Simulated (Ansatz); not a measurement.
Conformers of CH$_{7}$ClGeO$_{2}$Si (`C[O][GeH]([Cl])[O][SiH3]`), each relaxed with PBE0-D4/def2-TZVP in Ansatz. CBS adds the triple-zeta coupled-cluster correction to the MP2 limit.

Outer-core shells of Ge are correlated without core-valence functions. Scalar relativity is left out up to krypton. Spin–orbit coupling is left out.

Not all of them had a frequency check.

Conformer A:

Cartesian coordinates in Å:
```
C -1.039 0.154 1.870
O 0.002 1.085 1.641
Ge 0.641 1.319 0.030
Cl -0.954 1.937 -1.275
O 1.235 -0.204 -0.598
Si 0.693 -1.331 -1.667
H -1.934 0.397 1.287
H -0.726 -0.868 1.632
H -1.292 0.202 2.931
H 1.750 2.356 0.096
H 1.626 -2.481 -1.593
H 0.676 -0.787 -3.049
H -0.678 -1.779 -1.306
```

Conformer B:

Cartesian coordinates in Å:
```
C 1.397 -0.316 1.440
O 1.864 -0.302 0.105
Ge 0.761 -0.573 -1.228
Cl -0.209 -2.467 -0.944
O -0.493 0.649 -1.242
Si -1.871 1.026 -0.435
H 0.902 -1.261 1.686
H 2.264 -0.198 2.092
H 0.704 0.510 1.634
H 1.547 -0.527 -2.527
H -2.525 -0.195 0.103
H -1.555 1.939 0.696
H -2.785 1.713 -1.380
```

Q: Which is lowest in electronic energy at CCSD(T)/CBS (frozen core, def2 sets), and by how much? (An estimate is asked.)

A: Ansatz gave: A; B lies 1.6 kJ/mol higher. Gaps under about 2 kJ/mol don't settle the order.

Q: Give the energies relative to A (kJ/mol) with r2SCAN-D4/def2-TZVPP, PBE0-D4/def2-TZVPP, PBE/def2-TZVPP, HF/def2-QZVPP, HF/CBS(def2), MP2/CBS(def2), CCSD/CBS(def2). (An estimate is asked.)

A: The calculation gave: 
| level | B |
| --- | --- |
| r2SCAN-D4/def2-TZVPP | 1.8 |
| PBE0-D4/def2-TZVPP | 1.2 |
| PBE/def2-TZVPP | 1.4 |
| HF/def2-QZVPP | 1.0 |
| HF/CBS(def2) | 1.0 |
| MP2/CBS(def2) | 1.8 |
| CCSD/CBS(def2) | 1.5 |
